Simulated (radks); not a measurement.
Values are calculated unless marked as measured or tabulated.
Charge is removed step by step from the 5p down level of Te, starting from [Kr] 4d10 5s2 5p(up 3, down 1). Code: a radial shooting solver on a logarithmic mesh with Libxc functionals. Model: scalar-relativistic Kohn-Sham, BLYP, spin-polarised, spherical densities, finite nucleus; Fermi nuclear charge, rms radius 4.7423 fm.

removed (e)  E - E(0) (eV)  eigenvalue (eV)  E minus straight line (eV)
0                    0.000           -5.188                       0.000
0.1                  0.553           -5.867                      -0.321
0.2                  1.174           -6.558                      -0.573
0.3                  1.864           -7.260                      -0.755
0.4                  2.626           -7.972                      -0.867
0.5                  3.459           -8.694                      -0.908
0.6                  4.364           -9.426                      -0.875
0.7                  5.343          -10.167                      -0.769
0.8                  6.397          -10.917                      -0.588
0.9                  7.527          -11.676                      -0.332
1                    8.732          -12.442                       0.000

Removing the whole electron costs 8.732 eV by Delta-SCF, against 5.188 eV from minus the eigenvalue at the starting occupation. Slater's transition state (half an electron removed) gives 8.694 eV. Integrating minus the eigenvalue over the occupation (Janak's theorem) gives 8.734 eV. In this scalar-relativistic scheme the density is built from large components alone, so the theorem holds only approximately. The mean slope of the eigenvalue, de/dn, is 7.25 eV per electron. Ionisation energy of Te in the NIST Atomic Spectra Database: 9.010 eV (measured).
